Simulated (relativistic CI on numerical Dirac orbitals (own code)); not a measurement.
Sr XXX: sensitivity of the levels to the model

Base calculation: Dirac-Coulomb-Breit CI, KLI orbitals optimised for each configuration, model QED (radiative potential, 1s self-energy scaled to tabulated hydrogen-like ionisation energies), unscaled Slater integrals.

CI space (outside the closed core 1s2): 2s²2p⁵, 2s2p⁶, 2p⁶3s, 2p⁶3p, 2p⁶3d, 2s²2p⁴3s, 2s²2p⁴3p, 2s²2p⁴3d, 2s2p⁵3s, 2s2p⁵3p, 2s2p⁵3d, 2s²2p⁴4s, 2s²2p⁴4p, 2s²2p⁴4d, 2s²2p⁴4f, 2s2p⁵4s. Levels of other configurations are missing.

Variants: (1) Breit term removed; (2) non-relativistic limit. Shifts of the energy above 2s²2p⁵ ²P°3/2, in eV, for the lowest level and the first level of each name with at least 55 % of one term (blank where a level changes its place among those of its configuration and J or its character, or is not in the variant):

| Level | Base | Δ(1) | Δ(2) |
| --- | --- | --- | --- |
| 2s²2p⁵ ²P°3/2 | 0.00 | 0.00 | 0.00 |
| 2s²2p⁵ ²P°1/2 | 70.42 | +1.28 | -70.42 |
| 2s2p⁶ ²S1/2 | 265.15 | -0.32 | -80.53 |
| 2s²2p⁴3s ⁴P5/2 | 1951.12 | +2.12 | +17.78 |
| 2s²2p⁴3s ²P3/2 | 1956.41 | +2.05 |  |
| 2s²2p⁴3s ⁴P3/2 | 2018.93 | +2.90 |  |
| 2s²2p⁴3p ²P°1/2 | 2019.92 | +1.62 |  |
| 2s²2p⁴3p ⁴D°7/2 | 2023.08 | +2.19 | -2.41 |
| 2s²2p⁴3s ²P1/2 | 2023.20 | +2.91 | -46.07 |
| 2s²2p⁴3s ²D5/2 | 2032.90 | +3.80 | -41.65 |
| 2s²2p⁴3s ²D3/2 | 2034.80 | +3.71 | -43.55 |
| 2s²2p⁴3p ⁴P°1/2 | 2069.85 | +2.49 |  |
| 2s²2p⁴3p ²F°5/2 | 2085.46 | +3.51 |  |
| 2s²2p⁴3d ⁴F9/2 | 2092.64 | +2.65 | -6.61 |
| 2s²2p⁴3d ²F7/2 | 2092.85 | +2.50 |  |
| 2s²2p⁴3p ²F°7/2 | 2103.12 | +3.92 | -63.30 |
| 2s²2p⁴3d ⁴D1/2 | 2151.52 | +2.88 |  |
| 2s²2p⁴3d ²F5/2 | 2164.18 | +3.25 |  |
| 2s²2p⁴3d ²P3/2 | 2165.46 | +3.46 |  |
| 2s²2p⁴3d ²G7/2 | 2168.74 | +4.16 | -65.19 |
| 2s²2p⁴3d ²G9/2 | 2172.04 | +4.32 | -68.49 |
| 2s²2p⁴3d ²S1/2 | 2174.67 | +3.85 | -64.04 |

At this charge energies of transitions that change n are usually good to better than 1 %, and those within a shell (Δn = 0) to a few per cent.

Ionisation energy from the two ground configurations alone: base 3492.52 eV; Breit term removed 3495.19 eV. The NIST ASD value (semi-empirical) is 3497 eV.

LS names give the leading component of a level, which can be under half, so a name can repeat, a term be missing and a line seem to break the LS rules.
